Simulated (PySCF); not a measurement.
phosphorus nitride (NP), SMILES P#N.

Geometry optimised at B3LYP-D3(BJ)/def2-TZVPD.

All values below come from PySCF 2.14.0 with TDDFT-LC-ωPBE/def2-TZVPD.

Vertical excitations; the highest root listed may be one member of a degenerate set.  State labels are in the subgroup C2v.

Computed UV-visible absorptions:
```tsv
state	symmetry	energy (eV)	λ (nm)	f	main pairs
S1	A2	4.63	268	0.000	HOMO−2→LUMO+1 49 %, HOMO−1→LUMO 49 %
S2	A2	5.11	243	0.000	HOMO−1→LUMO, HOMO−2→LUMO+1 (degenerate set)
S3	A1	5.11	243	0.000	HOMO−1→LUMO+1, HOMO−2→LUMO (degenerate set)
S4	B1	5.20	238	0.004	HOMO→LUMO (degenerate set)
S5	B2	5.20	238	0.004	HOMO→LUMO+1 (degenerate set)
S6	A1	8.01	155	0.127	HOMO−2→LUMO 35 %, HOMO−1→LUMO+1 35 %, HOMO→LUMO+3 24 %
S7	B1	9.05	137	0.079	HOMO−2→LUMO+3 (degenerate set)
S8	B2	9.05	137	0.079	HOMO−1→LUMO+3 (degenerate set)
S9	A1	9.61	129	0.389	HOMO→LUMO+3 64 %, HOMO→LUMO+2 15 %
S10	B2	10.14	122	0.083	HOMO−1→LUMO+2 92 %
T1	A1	3.43	361	0	HOMO−2→LUMO 48 %, HOMO−1→LUMO+1 48 %
T2	A2	3.91	317	0	HOMO−1→LUMO, HOMO−2→LUMO+1 (degenerate set)
T3	A1	3.91	317	0	HOMO−1→LUMO+1, HOMO−2→LUMO (degenerate set)
T4	B1	4.06	306	0	HOMO→LUMO 97 %
```
Triplets are in the Tamm–Dancoff approximation, which puts them higher than full response would, so one can lie above its singlet here.
